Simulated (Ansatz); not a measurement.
Coupled-cluster diagnostics for Ag(NH3)Cl (AgNClH3), Ansatz.

Geometry of the singlet (PBE-D4/def2-TZVP):

Cartesian coordinates in Å:
```
Ag 0.425 -0.670 0.958
N -0.311 0.491 -0.702
H -1.333 0.524 -0.706
H -0.010 0.093 -1.594
H 0.031 1.454 -0.660
Cl 1.199 -1.892 2.704
```

In the def2 sets Ag takes a core potential; there is no spin–orbit coupling. Correlated methods freeze 6 core orbitals; core or outer-core shells of Ag are correlated, in sets that lack core-valence functions.

(1) Estimate the CCSD(T) correlation energy, the shares of MP2 and (T), T1 and the reference's ⟨S²⟩ for: charge 0, singlet, own geometry in def2-TZVPP; and the rough time on 4 threads of Arm Neoverse V1 on a shared host.

## Answers

(1) 
```csv
state,basis,correlation (eV),MP2 share (%),(T) share (%),T1,⟨S²⟩ (pure),wall time
"charge 0, singlet, own geometry",def2-TZVPP,-30.957,97.7,3.3,0.015,0.00 (0.00),52 s
```
Customary marks for T1 are 0.02 (closed shells), 0.045 (open shells) and about 0.05 (3d metals). T1 stays under 0.02 throughout.
